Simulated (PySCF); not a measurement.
A made-up structure of MgBH$_{3}$Te, closed shell:

B1  (-1.341, 0.565, -1.084)
Mg2  (0.221, 0.118, 0.506)
Te3  (2.034, -0.393, 2.363)
H4  (-1.416, -0.040, -2.118)
H5  (-0.402, -0.056, 2.099)
H6  (2.641, -1.526, 1.309)
(Å)

It is relaxed with PBE-D4/def2-SVP and then PBE0-D4/def2-TZVP (PySCF 2.14 with density fitting (its default auxiliary sets; JK sets also for MP2 and CCSD(T))). Atoms count as bonded within 1.22 times the sum of their covalent radii (H–H: 0.88 Å). The end point is not checked to be a true minimum.

(1) Does its bonding change? (Judge from chemistry; the calculation decides.)

Answers

(1) By the calculation: Yes. Formed: B1–H5; broken: Mg2–H5.

Where it ends: The first stage lowers the energy by 4.45 eV in 32 steps. It ends as MgBH₃Te ([BH2][Mg][TeH]):
```csv
atom,x (Å),y (Å),z (Å)
B1,-1.3983,0.1664,-0.0153
Mg2,0.6298,-0.1844,0.9482
Te3,2.9893,-0.5913,2.0729
H4,-1.6240,-0.0737,-1.1708
H5,-2.3415,0.6081,0.5841
H6,3.4507,-1.2547,0.6206
```

Labels in which every atom is bracketed show which atoms are joined, not bond orders.

For scale, one of the runs: PBE0-D4/def2-TZVP relaxation, 131 basis functions, launched by `OMP_NUM_THREADS=2 python run.py`. Hardware: 2 CPU threads of an Intel Xeon, shared host. Wall time 77 s; peak host memory 1.3 GiB.
